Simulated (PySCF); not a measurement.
## Nitrogen: a sound run and one with changed settings

Sound run: N²⁺ [He] 2s2 2p1, N³⁺ [He] 2s2. Computed with PySCF 2.14 in cc-pVDZ-DK, with scalar relativity by spin-free X2C-1e. The sound run starts from symmetry-adapted Hartree-Fock orbitals and uses a fine grid where one is needed.

Changed run: radial step 0.8 in ln r (0.13 in the sound run). This setting is unsound on purpose.

| species | method | sound run (hartree) | changed run (hartree) | converged |
| --- | --- | --- | --- | --- |
| N²⁺ | UHF | -52.83536 | -52.83536 | yes |
| N²⁺ | PBE0 | -52.92099 | -52.92945 | yes |
| N²⁺ | M06-L | -52.97490 | -52.99114 | yes |
| N³⁺ | UHF | -51.09721 | -51.09721 | yes |
| N³⁺ | PBE0 | -51.15592 | -51.15417 | yes |
| N³⁺ | M06-L | -51.21038 | -51.18353 | yes |

Ionisation energy of N²⁺:

```json
{"method": "UHF", "sound run (eV)": "47.297", "changed run (eV)": "47.297"}
{"method": "PBE0", "sound run (eV)": "48.030", "changed run (eV)": "48.308"}
{"method": "M06-L", "sound run (eV)": "48.015", "changed run (eV)": "49.188"}
```

A coarse radial grid mis-integrates the density and the exchange-correlation energy, with errors of either sign; Hartree-Fock needs no grid.

For comparison, NIST gives 47.445 eV between the lowest levels.
